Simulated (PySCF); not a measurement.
CH₁₂N₂Si₃, SMILES [SiH3]C([SiH3])(N)[SiH2]N.

Geometry: PBE-D3(BJ)/def2-SVP. This is a generated structure with no PubChem entry under its InChIKey; it may be hypothetical. One conformer was computed; it need not be the lowest.

The numbers are results of PBE-D3(BJ)/def2-SVP (PySCF), not measurements.

Frequencies are harmonic and unscaled.

```json
[
 {"mode": "1", "ν (cm⁻¹)": "43", "IR (km/mol)": "0.4", "moving atoms (share of kinetic energy)": "N 48 %, H 29 %, Si 22 %"},
 {"mode": "2", "ν (cm⁻¹)": "103", "IR (km/mol)": "3.6", "moving atoms (share of kinetic energy)": "H 43 %, N 31 %, Si 25 %"},
 {"mode": "3", "ν (cm⁻¹)": "114", "IR (km/mol)": "11.5", "moving atoms (share of kinetic energy)": "H 69 %, Si 23 %"},
 {"mode": "4", "ν (cm⁻¹)": "125", "IR (km/mol)": "0.1", "moving atoms (share of kinetic energy)": "H 77 %, Si 15 %"},
 {"mode": "5", "ν (cm⁻¹)": "158", "IR (km/mol)": "0.7", "moving atoms (share of kinetic energy)": "Si 53 %, H 33 %, N 11 %"},
 {"mode": "6", "ν (cm⁻¹)": "188", "IR (km/mol)": "4.9", "moving atoms (share of kinetic energy)": "N 43 %, H 40 %, Si 15 %"},
 {"mode": "7", "ν (cm⁻¹)": "195", "IR (km/mol)": "1.6", "moving atoms (share of kinetic energy)": "H 35 %, Si 31 %, N 20 %, C 14 %"},
 {"mode": "8", "ν (cm⁻¹)": "205", "IR (km/mol)": "3.1", "moving atoms (share of kinetic energy)": "H 79 %, Si 14 %"},
 {"mode": "9", "ν (cm⁻¹)": "239", "IR (km/mol)": "13.9", "moving atoms (share of kinetic energy)": "H 40 %, N 36 %, Si 21 %"},
 {"mode": "10", "ν (cm⁻¹)": "272", "IR (km/mol)": "9.8", "moving atoms (share of kinetic energy)": "H 69 %, Si 21 %, N 9 %"},
 {"mode": "11", "ν (cm⁻¹)": "324", "IR (km/mol)": "42.5", "moving atoms (share of kinetic energy)": "H 50 %, Si 31 %, N 16 %"},
 {"mode": "12", "ν (cm⁻¹)": "390", "IR (km/mol)": "117.5", "moving atoms (share of kinetic energy)": "H 78 %, N 20 %"},
 {"mode": "13", "ν (cm⁻¹)": "433", "IR (km/mol)": "2.4", "moving atoms (share of kinetic energy)": "Si 63 %, H 19 %, N 13 %"},
 {"mode": "14", "ν (cm⁻¹)": "517", "IR (km/mol)": "1.6", "moving atoms (share of kinetic energy)": "H 72 %, Si 21 %"},
 {"mode": "15", "ν (cm⁻¹)": "555", "IR (km/mol)": "0.4", "moving atoms (share of kinetic energy)": "H 77 %, Si 18 %"},
 {"mode": "16", "ν (cm⁻¹)": "591", "IR (km/mol)": "9.7", "moving atoms (share of kinetic energy)": "H 82 %, Si 13 %"},
 {"mode": "17", "ν (cm⁻¹)": "609", "IR (km/mol)": "6.1", "moving atoms (share of kinetic energy)": "H 82 %, Si 15 %"},
 {"mode": "18", "ν (cm⁻¹)": "646", "IR (km/mol)": "23.2", "moving atoms (share of kinetic energy)": "H 87 %, Si 9 %"},
 {"mode": "19", "ν (cm⁻¹)": "686", "IR (km/mol)": "48.0", "moving atoms (share of kinetic energy)": "H 71 %, N 17 %, Si 9 %"},
 {"mode": "20", "ν (cm⁻¹)": "767", "IR (km/mol)": "192.3", "moving atoms (share of kinetic energy)": "H 61 %, N 18 %, C 14 %"},
 {"mode": "21", "ν (cm⁻¹)": "771", "IR (km/mol)": "47.8", "moving atoms (share of kinetic energy)": "H 57 %, C 26 %, Si 9 %, N 8 %"},
 {"mode": "22", "ν (cm⁻¹)": "804", "IR (km/mol)": "46.1", "moving atoms (share of kinetic energy)": "N 41 %, Si 24 %, H 21 %, C 14 %"},
 {"mode": "23", "ν (cm⁻¹)": "854", "IR (km/mol)": "66.1", "moving atoms (share of kinetic energy)": "H 64 %, C 23 %"},
 {"mode": "24", "ν (cm⁻¹)": "858", "IR (km/mol)": "46.8", "moving atoms (share of kinetic energy)": "H 64 %, C 23 %, N 9 %"},
 {"mode": "25", "ν (cm⁻¹)": "867", "IR (km/mol)": "274.4", "moving atoms (share of kinetic energy)": "H 89 %, Si 9 %"},
 {"mode": "26", "ν (cm⁻¹)": "894", "IR (km/mol)": "221.3", "moving atoms (share of kinetic energy)": "H 66 %, C 19 %, Si 11 %"},
 {"mode": "27", "ν (cm⁻¹)": "895", "IR (km/mol)": "44.1", "moving atoms (share of kinetic energy)": "H 96 %"},
 {"mode": "28", "ν (cm⁻¹)": "905", "IR (km/mol)": "1.7", "moving atoms (share of kinetic energy)": "H 89 %"},
 {"mode": "29", "ν (cm⁻¹)": "915", "IR (km/mol)": "141.1", "moving atoms (share of kinetic energy)": "H 90 %"},
 {"mode": "30", "ν (cm⁻¹)": "918", "IR (km/mol)": "11.1", "moving atoms (share of kinetic energy)": "H 94 %"},
 {"mode": "31", "ν (cm⁻¹)": "919", "IR (km/mol)": "101.6", "moving atoms (share of kinetic energy)": "H 92 %"},
 {"mode": "32", "ν (cm⁻¹)": "930", "IR (km/mol)": "42.8", "moving atoms (share of kinetic energy)": "H 74 %, C 13 %, Si 10 %"},
 {"mode": "33", "ν (cm⁻¹)": "1040", "IR (km/mol)": "10.5", "moving atoms (share of kinetic energy)": "C 57 %, N 24 %, H 19 %"},
 {"mode": "34", "ν (cm⁻¹)": "1198", "IR (km/mol)": "9.8", "moving atoms (share of kinetic energy)": "H 75 %, C 15 %, N 9 %"},
 {"mode": "35", "ν (cm⁻¹)": "1495", "IR (km/mol)": "38.3", "moving atoms (share of kinetic energy)": "H 90 %, N 10 %"},
 {"mode": "36", "ν (cm⁻¹)": "1569", "IR (km/mol)": "19.7", "moving atoms (share of kinetic energy)": "H 93 %"},
 {"mode": "37", "ν (cm⁻¹)": "2082", "IR (km/mol)": "145.7", "moving atoms (share of kinetic energy)": "H 97 %"},
 {"mode": "38", "ν (cm⁻¹)": "2141", "IR (km/mol)": "137.8", "moving atoms (share of kinetic energy)": "H 97 %"},
 {"mode": "39", "ν (cm⁻¹)": "2153", "IR (km/mol)": "83.2", "moving atoms (share of kinetic energy)": "H 98 %"},
 {"mode": "40", "ν (cm⁻¹)": "2154", "IR (km/mol)": "11.4", "moving atoms (share of kinetic energy)": "H 97 %"},
 {"mode": "41", "ν (cm⁻¹)": "2159", "IR (km/mol)": "72.1", "moving atoms (share of kinetic energy)": "H 96 %"},
 {"mode": "42", "ν (cm⁻¹)": "2165", "IR (km/mol)": "94.7", "moving atoms (share of kinetic energy)": "H 97 %"},
 {"mode": "43", "ν (cm⁻¹)": "2175", "IR (km/mol)": "57.7", "moving atoms (share of kinetic energy)": "H 96 %"},
 {"mode": "44", "ν (cm⁻¹)": "2179", "IR (km/mol)": "177.9", "moving atoms (share of kinetic energy)": "H 96 %"},
 {"mode": "45", "ν (cm⁻¹)": "3367", "IR (km/mol)": "1.9", "moving atoms (share of kinetic energy)": "H 96 %"},
 {"mode": "46", "ν (cm⁻¹)": "3454", "IR (km/mol)": "1.2", "moving atoms (share of kinetic energy)": "H 91 %, N 9 %"},
 {"mode": "47", "ν (cm⁻¹)": "3488", "IR (km/mol)": "22.9", "moving atoms (share of kinetic energy)": "H 96 %"},
 {"mode": "48", "ν (cm⁻¹)": "3580", "IR (km/mol)": "22.8", "moving atoms (share of kinetic energy)": "H 91 %, N 9 %"}
]
```
